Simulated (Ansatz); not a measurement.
Saddle point of SiNH7F2, closed shell (SiNH₅ ([NH2][SiH3]) + HF + HF → SiH₃F ([F][SiH3]) + NH₃ + HF; bonds formed: Si1–F7, N2–H8, H6–F9; bonds broken: Si1–N2, H6–F7, H8–F9), PBE0-D4/def2-TZVP structure:

```xyz
11
angstrom
Si -0.4486 0.5503 -0.9595
N 0.1422 -0.9801 -0.1126
H -0.4209 0.0285 -2.3653
H -1.8665 0.8347 -0.6855
H 0.5700 1.6108 -0.9213
H 0.3872 0.6826 1.6640
F -0.4710 1.1661 1.2571
H 0.8026 -0.6943 0.7730
F 1.3158 -0.1043 1.8264
H -0.6398 -1.4981 0.2790
H 0.6287 -1.5965 -0.7554
```

Energies are electronic, without zero-point energy. Barriers and step energies count from the start structure reached by relaxing down the imaginary mode; all methods use the PBE0-D4 structures, on which another method's saddle can fall below an end. Computed with Ansatz 0.2.0 (basis: def2-TZVPP, with def2-QZVPP for the basis limit); correlated methods freeze the cores. B3LYP uses VWN-RPA correlation. Extrapolation: Hartree–Fock as exp(−7.88 √X), correlation as X^−2.97.

| method | barrier (eV) | step energy (eV) |
| --- | --- | --- |
| SPW92 | -0.161 | -0.251 |
| PBE-D4 | ? | -0.378 |
| BLYP-D4 | 0.213 | -0.462 |
| r2SCAN-D4 | 0.152 | -0.485 |
| B97M-V | 0.290 | -0.640 |
| PBE0-D4 | 0.232 | -0.429 |
| B3LYP-D4 | 0.272 | -0.496 |
| r2SCAN0-D4 | ? | -0.505 |
| BHLYP-D4 | 0.359 | -0.581 |
| CAM-B3LYP-D4 | 0.228 | -0.499 |
| wB97X-V | 0.252 | -0.520 |
| wB97M-V | 0.239 | -0.557 |
| B2PLYP | 0.303 | -0.517 |
| PBE-QIDH | 0.287 | -0.482 |
| RPA on PBE | 0.321 | -0.544 |
| HF | 0.696 | -0.744 |
| MP2 | ? | -0.498 |
| CCSD | 0.394 | -0.565 |
| CCSD(T) | 0.335 | -0.531 |

Task: Fill in the withheld barriers. (Judge from chemistry; the value comes from the calculation.)

Result: Computed: MP2 0.308; r2SCAN0-D4 0.232; PBE-D4 0.137 eV. Each is the energy of the saddle less that of the start structure, by the same method.

For comparison, the barrier by CCSD(T) at an estimated basis limit (MP2 extrapolated from triple and quadruple zeta, plus CCSD(T) − MP2 in triple zeta) is 0.328 eV.

The T1 diagnostic stays at or below 0.011.

Steps of this kind, hydrogen fluoride cutting a network bond, underlie vapour etching and the fluorination step of atomic layer etching.

Labels in which every atom is bracketed show which atoms are joined, not bond orders.

For scale, one of the runs: CCSD(T)/def2-TZVPP, 233 basis functions, launched by `ansatz run in.yaml --threads 4 --pin off --events-out ev --progress --plain --max-ram 9574MiB`. The run took 2.6 min on 4 CPU threads of an AMD EPYC 7R43 (shared host), with 4.3 GiB of host memory at its peak.
